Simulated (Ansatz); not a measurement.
## Molecular dynamics of O

Input file:

```yaml
crystal:
  lattice:
    - [6.331363, 0.0, 0.0]
    - [0.0, 6.331363, 0.0]
    - [0.0, 0.0, 6.331363]
  atoms:
    - { symbol: O, position: [0.10197888, -0.02896306, 0.76776695], spin: 1.0 }
    - { symbol: O, position: [0.07131971, -0.08321697, 0.58588561], spin: 1.0 }
    - { symbol: O, position: [0.62828286, 0.54137686, 0.38433182], spin: 1.0 }
    - { symbol: O, position: [0.46728974, 0.64029025, 0.3424306], spin: 1.0 }
    - { symbol: O, position: [0.1979206, 0.42624268, 0.56498678], spin: 1.0 }
    - { symbol: O, position: [0.22554752, 0.54084692, 0.71747123], spin: 1.0 }
    - { symbol: O, position: [0.86323243, 0.17461978, 0.21583536], spin: 1.0 }
    - { symbol: O, position: [0.72197227, 0.04093086, 0.17602076], spin: 1.0 }
    - { symbol: O, position: [0.55503325, 0.0838221, 0.7404927], spin: 1.0 }
    - { symbol: O, position: [0.61116415, -0.08625552, 0.67622357], spin: 1.0 }
    - { symbol: O, position: [0.94707607, 0.65231668, 1.08585055], spin: 1.0 }
    - { symbol: O, position: [0.8391157, 0.58186057, 0.94012043], spin: 1.0 }
magnetization:
  spin_polarized: true
basis:
  ecutwfc: 420.0
kpoints:
  mp_grid: { grid: [1, 1, 1] }
hamiltonian:
  xc: pbe
  dispersion: d3bj
scf:
  occupations: { method: fermi_dirac, width: 0.05 }
  lower_state_search: "off"
md:
  timestep: 1
  n_steps: 270
  ensemble: nvt_langevin
  temperature: 300.0
  initial_velocities: maxwell_boltzmann
  seed: 729024
  friction: 0.05
```

Launched with:

```bash
$ ansatz run input.yaml --threads 1 --pin off --max-ram 3072MiB --backend cpu --events-out ev --progress --plain --runs-dir out
```

It goes on from the last frame of an earlier run, with new velocities.

Output, in part (step lines):

```
md step     0: t =     0.00 fs  T =   275.0 K  F+E_penalty+E_count = -6779.72154763 eV  E_kin = 0.426558 eV  (12 SCF iters)
md step     1: t =     1.00 fs  T =   292.0 K  F+E_penalty+E_count = -6779.72685036 eV  E_kin = 0.452946 eV  (8 SCF iters)
md step     2: t =     2.00 fs  T =   306.6 K  F+E_penalty+E_count = -6779.73592612 eV  E_kin = 0.475561 eV  (8 SCF iters)
md step     3: t =     3.00 fs  T =   255.4 K  F+E_penalty+E_count = -6779.74432818 eV  E_kin = 0.396110 eV  (8 SCF iters)
md step     4: t =     4.00 fs  T =   275.2 K  F+E_penalty+E_count = -6779.75146480 eV  E_kin = 0.426871 eV  (8 SCF iters)
md step     5: t =     5.00 fs  T =   290.2 K  F+E_penalty+E_count = -6779.75896993 eV  E_kin = 0.450212 eV  (7 SCF iters)
md step     6: t =     6.00 fs  T =   290.1 K  F+E_penalty+E_count = -6779.76864212 eV  E_kin = 0.449989 eV  (7 SCF iters)
md step     7: t =     7.00 fs  T =   328.7 K  F+E_penalty+E_count = -6779.77748303 eV  E_kin = 0.509797 eV  (7 SCF iters)
[... lines left out ...]
md step   269: t =   269.00 fs  T =   432.8 K  F+E_penalty+E_count = -6779.59715520 eV  E_kin = 0.671265 eV  (9 SCF iters)
md step   270: t =   270.00 fs  T =   452.5 K  F+E_penalty+E_count = -6779.64139319 eV  E_kin = 0.701901 eV  (9 SCF iters)
```

The steps, from the saved trajectory:

```csv
time (fs),T (K),potential energy less start (eV)
0.0,275,0.000
9.0,364,-0.060
18.0,270,-0.076
27.0,172,-0.005
36.0,211,-0.055
45.0,318,-0.028
54.0,323,-0.058
63.0,254,-0.091
72.0,215,-0.052
81.0,296,-0.029
90.0,291,-0.023
99.0,410,-0.030
108.0,388,-0.015
117.0,320,0.039
126.0,377,0.110
135.0,278,0.142
144.0,386,0.068
153.0,339,0.079
162.0,239,0.087
171.0,261,0.087
180.0,254,0.095
189.0,288,0.072
198.0,295,0.030
207.0,293,0.084
216.0,179,0.157
225.0,215,0.121
234.0,255,0.168
243.0,274,0.213
252.0,326,0.297
261.0,360,0.244
270.0,453,0.080
```

The run went to its last step. A run of 0.27 ps of so small a system gives no equilibrium averages. Limits of this set-up: coarse k mesh.

Mean squared displacements from the first frame to the last, about the centre of mass: O 0.21 Å².

Last frame:

```xyz
12
Lattice="6.3314 0.0000 0.0000 0.0000 6.3314 0.0000 0.0000 0.0000 6.3314" Properties=species:S:1:pos:R:3
O 0.382 0.314 4.685
O 0.220 -0.338 3.645
O 4.218 3.445 2.504
O 3.237 3.928 1.960
O 1.494 2.750 3.744
O 2.083 3.713 4.300
O 5.538 0.963 1.273
O 4.495 0.347 1.295
O 3.337 1.166 4.912
O 3.887 0.123 4.567
O 5.657 4.304 6.484
O 5.739 3.813 5.397
```

The run took 12 min on 1 CPU thread of a shared host.
